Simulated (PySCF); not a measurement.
Basis-set dependence of population analyses: `C#CCCBN`

C4H8BN.
Cartesian coordinates in Å at the PBE0-D3(BJ)/def2-SVP level; atoms count from 1:
```
atom  x, y, z in Å
C1    -3.5789   -0.7235    0.2284
C2    -2.4853   -0.2030    0.2635
C3    -1.1544    0.3925    0.2960
C4    -0.0143   -0.6212    0.1268
B5     1.4255    0.0223    0.2043
N6     2.4626   -0.3893   -0.6274
H7    -4.5534   -1.1738    0.2007
H8    -1.0287    0.9356    1.2487
H9    -1.0973    1.1647   -0.4911
H10   -0.1630   -1.1995   -0.8013
H11   -0.0818   -1.3580    0.9495
H12    1.6719    0.8911    1.0180
H13    2.3545   -1.1010   -1.3397
H14    3.3992   -0.0126   -0.5686
```

PBE0 throughout (PySCF), one geometry, spherical d and f functions. Geometry: PBE0-D3(BJ)/def2-SVP, one conformer, isolated molecule. The first 7 of 11 kinds of atom are listed.

Mulliken charges (e):

```tsv
basis	functions	C1	C2	C3	C4	B5	N6	H7
STO-3G	38	-0.157	-0.043	-0.154	-0.236	+0.242	-0.454	+0.112
6-31G	70	-0.501	+0.153	-0.385	-0.505	+0.460	-0.830	+0.268
pcSseg-0	70	-0.331	-0.075	-0.461	-0.820	+0.563	-0.822	+0.269
6-31G*	100	-0.530	+0.304	-0.465	-0.469	+0.289	-0.763	+0.227
cc-pVDZ	124	-0.444	+0.300	-0.062	-0.078	-0.080	-0.008	-0.001
def2-SVP	124	-0.472	+0.245	+0.009	-0.114	-0.063	-0.099	+0.036
6-311+G(2d,p)	210	-0.992	+1.324	-0.877	-0.478	+0.381	-0.608	+0.153
aug-cc-pVDZ	210	+0.960	-0.397	+0.302	+0.533	-0.030	-0.036	-0.667
def2-TZVP	234	-0.154	-0.002	-0.331	-0.258	+0.061	-0.462	+0.170
IGLO-III	290	-0.199	-0.040	-0.218	-0.392	+0.403	-0.524	+0.143
cc-pVTZ	292	-0.250	+0.018	-0.169	-0.186	-0.023	-0.222	+0.145
pcSseg-2	328	-0.295	+0.133	-0.024	-0.176	+0.346	-0.441	+0.046
```

IAO charges (e):

```
        basis  functions      C1      C2      C3      C4      B5      N6      H7
       STO-3G         38  -0.184  -0.036  -0.266  -0.375  +0.141  -0.444  +0.155
        6-31G         70  -0.261  -0.022  -0.267  -0.399  +0.132  -0.528  +0.195
     pcSseg-0         70  -0.248  -0.023  -0.272  -0.400  +0.111  -0.486  +0.186
       6-31G*        100  -0.256  -0.023  -0.254  -0.392  +0.147  -0.525  +0.190
      cc-pVDZ        124  -0.265  -0.021  -0.255  -0.391  +0.126  -0.513  +0.194
     def2-SVP        124  -0.258  -0.019  -0.252  -0.386  +0.127  -0.503  +0.187
6-311+G(2d,p)        210  -0.276  -0.019  -0.262  -0.402  +0.137  -0.544  +0.200
  aug-cc-pVDZ        210  -0.276  -0.019  -0.260  -0.399  +0.134  -0.540  +0.200
    def2-TZVP        234  -0.275  -0.019  -0.261  -0.403  +0.139  -0.542  +0.200
     IGLO-III        290  -0.277  -0.019  -0.263  -0.403  +0.138  -0.545  +0.201
      cc-pVTZ        292  -0.275  -0.019  -0.262  -0.403  +0.137  -0.540  +0.200
     pcSseg-2        328  -0.276  -0.019  -0.262  -0.403  +0.141  -0.545  +0.200
```

Hirshfeld charges (e):

```
        basis  functions      C1      C2      C3      C4      B5      N6      H7
       STO-3G         38  -0.120  -0.067  +0.024  -0.073  +0.116  -0.177  +0.073
        6-31G         70  -0.148  -0.051  -0.027  -0.117  +0.114  -0.217  +0.092
     pcSseg-0         70  -0.140  -0.046  -0.028  -0.124  +0.116  -0.212  +0.088
       6-31G*        100  -0.148  -0.052  -0.030  -0.118  +0.113  -0.218  +0.093
      cc-pVDZ        124  -0.144  -0.045  -0.039  -0.132  +0.119  -0.217  +0.088
     def2-SVP        124  -0.142  -0.041  -0.042  -0.136  +0.123  -0.221  +0.087
6-311+G(2d,p)        210  -0.140  -0.048  -0.054  -0.139  +0.137  -0.236  +0.088
  aug-cc-pVDZ        210  -0.139  -0.044  -0.058  -0.144  +0.137  -0.236  +0.088
    def2-TZVP        234  -0.142  -0.045  -0.053  -0.140  +0.135  -0.236  +0.088
     IGLO-III        290  -0.140  -0.044  -0.058  -0.143  +0.138  -0.238  +0.087
      cc-pVTZ        292  -0.143  -0.043  -0.052  -0.140  +0.134  -0.235  +0.088
     pcSseg-2        328  -0.140  -0.042  -0.058  -0.143  +0.139  -0.240  +0.087
```

Q: Which scheme is steadiest as the basis changes?

A: Largest range over the bases for any column: Hirshfeld 0.08 e, IAO 0.10 e, Mulliken 1.95 e. Hirshfeld charges move least and Mulliken charges most, counted in e. Without the minimal STO-3G basis the ranges are Hirshfeld 0.03, IAO 0.06, Mulliken 1.95 e.

Q: How much do the charges still move between the two largest bases, cc-pVTZ and pcSseg-2?

A: At most, over all atoms: Mulliken 0.369 e, IAO 0.004 e, Hirshfeld 0.006 e.

Q: What do the same runs give for the total energy, the frontier levels and the dipole moment?

A: 
```json
{"basis": "STO-3G", "energy (Eh)": "-233.6167", "HOMO (eV)": "-5.49", "LUMO (eV)": "4.08", "μ (D)": "2.58"}
{"basis": "6-31G", "energy (Eh)": "-236.4630", "HOMO (eV)": "-7.20", "LUMO (eV)": "0.95", "μ (D)": "2.48"}
{"basis": "pcSseg-0", "energy (Eh)": "-236.0056", "HOMO (eV)": "-7.52", "LUMO (eV)": "0.78", "μ (D)": "2.58"}
{"basis": "6-31G*", "energy (Eh)": "-236.5085", "HOMO (eV)": "-7.10", "LUMO (eV)": "0.93", "μ (D)": "2.47"}
{"basis": "cc-pVDZ", "energy (Eh)": "-236.5336", "HOMO (eV)": "-7.28", "LUMO (eV)": "0.68", "μ (D)": "2.54"}
{"basis": "def2-SVP", "energy (Eh)": "-236.3513", "HOMO (eV)": "-7.36", "LUMO (eV)": "0.66", "μ (D)": "2.55"}
{"basis": "6-311+G(2d,p)", "energy (Eh)": "-236.5905", "HOMO (eV)": "-7.48", "LUMO (eV)": "-0.02", "μ (D)": "2.37"}
{"basis": "aug-cc-pVDZ", "energy (Eh)": "-236.5491", "HOMO (eV)": "-7.47", "LUMO (eV)": "-0.19", "μ (D)": "2.35"}
{"basis": "def2-TZVP", "energy (Eh)": "-236.6080", "HOMO (eV)": "-7.46", "LUMO (eV)": "0.35", "μ (D)": "2.39"}
{"basis": "IGLO-III", "energy (Eh)": "-236.6156", "HOMO (eV)": "-7.48", "LUMO (eV)": "0.24", "μ (D)": "2.37"}
{"basis": "cc-pVTZ", "energy (Eh)": "-236.6041", "HOMO (eV)": "-7.43", "LUMO (eV)": "0.43", "μ (D)": "2.42"}
{"basis": "pcSseg-2", "energy (Eh)": "-236.6111", "HOMO (eV)": "-7.48", "LUMO (eV)": "0.27", "μ (D)": "2.38"}
```

The dipole is fixed by the density alone, so its range of 0.23 D shows that the density itself changes with the basis, not only its division among atoms.
